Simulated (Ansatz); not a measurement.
Relaxation of FH$_{2}$OPSi (6 atoms, charge 0, multiplicity 1), to a largest force component of 0.02 eV/Å in at most 50 steps.

These are results of Ansatz 0.2.0, RHF/def2-mTZVP, not measurements.

```xyz
6
Properties=species:S:1:pos:R:3
F -1.336 -1.161 -0.171
Si -0.489 -0.047 -0.976
O -0.059 1.157 -0.043
P 1.128 0.674 0.982
H 0.598 -0.728 -1.751
H -0.449 1.939 0.422
```

Problem. Where does it end, and by what steps?

Solution. It converged. After 31 steps the energy has fallen by 5.310 eV; H5 moved furthest, 1.89 Å. Parted: Si2–H5 (1.50 → 2.81 Å). Joined: P4–H5 (3.12 → 1.41 Å).

```
step  energy less start (eV)  largest force component (eV/Å)  accepted
   0                  0.0000                           7.304       yes
   2                 -2.2499                           2.105       yes
   4                 -3.3998                           1.492       yes
   6                 -4.1459                           1.605       yes
   8                 -4.3425                           0.553       yes
  10                 -4.4112                           0.649       yes
  12                 -4.4708                           0.469       yes
  14                 -4.4989                           0.662       yes
  16                 -4.5199                           0.107       yes
  18                 -4.5440                           0.347       yes
  20                 -4.5708                           0.281       yes
  22                 -4.7850                           0.939       yes
  24                 -5.1682                           1.361       yes
  26                 -5.2988                           0.302       yes
  28                 -5.3092                           0.272       yes
  30                 -5.3099                           0.038       yes
  31                 -5.3104                           0.005       yes
```

```xyz
6
Properties=species:S:1:pos:R:3
F -1.881 -1.056 -0.006
Si -0.961 -0.278 -1.062
O -0.348 0.996 0.200
P 1.007 -0.185 0.200
H 1.735 0.466 -0.819
H -0.158 1.890 -0.049
```

The run took 32 s on 2 threads of Intel(R) Xeon(R) Platinum 8488C (Sapphire Rapids) (shared host), peak memory 0.22 GiB.
